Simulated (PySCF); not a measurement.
Dipole moment and polarisability of `C#[C][GeH2][O]C(C)C`

Species: C5H10GeO.
Geometry (PBE0-D3(BJ)/def2-SVP, Å), atoms numbered from 1 in this order:
```xyz
17
C5H10GeO angstrom
C      3.1543    0.5776    1.4144
C      2.3237    1.0096    0.6376
Ge     1.0042    1.6500   -0.5794
O     -0.1191    0.3210   -0.9378
C     -0.5466   -0.6084    0.0417
C     -1.4171    0.0581    1.0950
C     -1.2723   -1.7175   -0.6942
H      3.8928    0.2001    2.0998
H      0.2750    2.8396    0.0668
H      1.6376    2.0125   -1.9248
H      0.3410   -1.0413    0.5462
H     -2.2877    0.5376    0.6204
H     -1.7801   -0.6761    1.8301
H     -0.8574    0.8299    1.6475
H     -2.1646   -1.3158   -1.1991
H     -1.5879   -2.5121   -0.0015
H     -0.6158   -2.1562   -1.4591
```

Level: CAM-B3LYP/def2-SVPD (PySCF), static field, nuclei fixed, core orbitals frozen in the response. The polarisability tensor in these axes (au):

```
x   97.94  3.03  8.81
y    3.03 88.17 -4.24
z    8.81 -4.24 88.30
```

**Question.** What are the eigenvalues, a third of the trace, and Δα (Δα² = ½Σ(αi − αj)² over the three pairs)?

**Answer.** Principal values 79.84, 91.40 and 103.17 au; mean 91.47 au = 13.55 Å³ = 15.08 × 10⁻⁴⁰ C²·m²/J; Δα = 20.21 au (22 % of the mean).

**Question.** What is the dipole moment, and where does it point?

**Answer.** (0.48, -0.04, 1.28) D, 1.37 D in size, pointing from the negative to the positive side. Measured along this direction, the outermost atoms are H15 at the negative end and H8 at the positive end.

**Question.** Refractivity n − 1 of an ideal gas of it at 350 K and 1 atm, from the electronic α?

**Answer.** N = p/kT = 2.0968 × 10¹⁹ cm⁻³, so n − 1 = 2π × N × 13.55 × 10⁻²⁴ cm³ = 1786 × 10⁻⁶ at long wavelengths, for an ideal gas.

**Question.** How large is μ²/3kT at 298 K beside α?

**Answer.** In Gaussian units μ²/3kT = 15.17 Å³ against 13.55 Å³, a ratio of 1.12; the Debye molar polarisation (4π/3)N_A(α + μ²/3kT) is 72.5 cm³/mol, leaving out the vibrational part.

**Question.** Find the Langevin capture rate constant for NO+ (29.998 u) meeting this molecule (159.994 u), k = 2.342 × 10⁻⁹ cm³/s × √(α in Å³ / reduced mass in u).

**Answer.** The reduced mass is 25.26 u, so k = 1.72 × 10⁻⁹ cm³/s. The formula leaves out the permanent dipole, which adds to the capture rate.

Geometry: PBE0-D3(BJ)/def2-SVP, one conformer, isolated molecule. The calculation is non-relativistic, for germanium too.

These values come from a run that also computed excited states and ΔSCF ions. Time: 13 min of wall time; peak memory 1.5 GiB. Hardware: Arm Neoverse N1, one thread, no GPU, shared host with 64 logical CPUs at a one-minute load of 61.
